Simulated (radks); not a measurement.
Species: the manganese ion Mn2+. Configuration: [Ar] 3d3 4s2 (not the ground configuration).

Calculated with a radial shooting solver on a logarithmic mesh with Libxc functionals: scalar-relativistic Kohn-Sham, LDA (Slater exchange, Perdew-Wang correlation), spin-polarised, spherical densities, finite nucleus; open shells are filled with parallel spins first; Fermi nuclear charge, rms radius 3.7057 fm.

Energy parts (eV):
total: -31420.521
kinetic: 31754.766
electron-nucleus: -74346.370
Hartree: 12497.373
exchange-correlation: -1326.291

Orbitals (lengths in bohr, moments of r in powers of bohr):
orbital,occ.,eigenvalue (eV),<r>
1s up,1,-6447.965,0.06101
1s down,1,-6447.950,0.06101
2s up,1,-778.0560,0.2803
2s down,1,-776.3216,0.2799
2p up,3,-665.2881,0.2477
2p down,3,-663.9437,0.2473
3s up,1,-119.2214,0.8365
3s down,1,-115.6055,0.8398
3p up,3,-87.8011,0.8755
3p down,3,-84.2833,0.8812
3d up,3,-38.5744,0.9930
3d down,0,-35.2647,1.020
4s up,1,-24.3871,2.343
4s down,1,-23.5844,2.397
4p up,0,-17.7633,2.705
4p down,0,-17.2220,2.774
4d up,0,-9.1950,3.819
4d down,0,-8.9667,3.918
4f up,0,-4.3218,6.227
4f down,0,-4.3102,6.271
5s up,0,-8.6212,5.156
5s down,0,-8.4584,5.232

The highest occupied level is 4s down at -23.584 eV. The configuration is held as typed, so some empty levels lie below it. The density falls to 0.001 e/bohr^3 at r = 3.84 bohr. The spin density at the nucleus is -0.008 e/bohr^3 (1s -0.052, 2s -1.626, 3s 0.895, 4s 0.775). Summed over all electrons, <r^2> = 24.08 bohr^2, which gives a Langevin (diamagnetic) susceptibility term of -19.1 x 10^-6 cm^3/mol. The electron density at the nucleus is 1.32e+04 e/bohr^3 (large components only).
